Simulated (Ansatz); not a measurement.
Compare A (`B[SiH2]C(O)F`) with its isomer B (`FBOC[SiH3]`).

Program: Ansatz. Geometries: PBE0-D4/def2-TZVP. ΔE: electronic, gas phase. CCSD(T)/CBS is the MP2 limit (def2-TZVPP, def2-QZVPP) plus CCSD(T) − MP2 in def2-TZVPP, frozen cores. Functionals use def2-TZVPP. B3LYP here is the variant with VWN-RPA as its local correlation; programs differ in this. One conformer a species, not always the lowest.

A:

```xyz
11

B    -0.197   -0.446    1.961
Si    0.886    0.116    0.366
C    -0.130    0.053   -1.256
O    -1.228    0.876   -1.111
F    -0.550   -1.264   -1.469
H     0.208   -0.234    3.066
H    -1.233   -1.027    1.845
H     1.449    1.488    0.496
H     2.026   -0.835    0.209
H     0.454    0.312   -2.150
H    -1.684    0.961   -1.956
```

B:

Z-matrix (Å, degrees):
```
C
Si 1 1.893
O 1 1.429 2 110.3
H 1 1.094 2 110.4 3 123.2
H 1 1.093 2 110.1 3 -118.2
H 2 1.486 1 109.3 3 -60.7
H 2 1.487 1 108.6 3 179.6
H 2 1.485 1 110.1 3 59.5
B 3 1.340 1 122.7 2 106.3
F 9 1.333 3 121.0 1 0.6
H 9 1.192 3 119.5 1 -179.6
```

(1) Which is lower in electronic energy at CCSD(T)/CBS, and by how much? (An estimate is asked.)

(2) Give E(B) − E(A) in kJ/mol with B3LYP-D4, CCSD/def2-TZVPP, PBE0-D4, MP2/def2-TZVPP, r2SCAN-D4, B3LYP, ωB97M-V. (An estimate is asked.)

Largest T1 diagnostic: 0.013.

Results:

(1) The calculation gave: B, by 375.3 kJ/mol.

(2) The calculation gave: B3LYP-D4 -374.3, CCSD/def2-TZVPP -376.3, PBE0-D4 -364.1, MP2/def2-TZVPP -388.8, r2SCAN-D4 -372.6, B3LYP -374.6, ωB97M-V -374.2. None reverses the order clearly.

From PBE to PBE0 (25 % exact exchange), in def2-TZVPP and without D4, E(B) − E(A) moves by −6.0 kJ/mol.
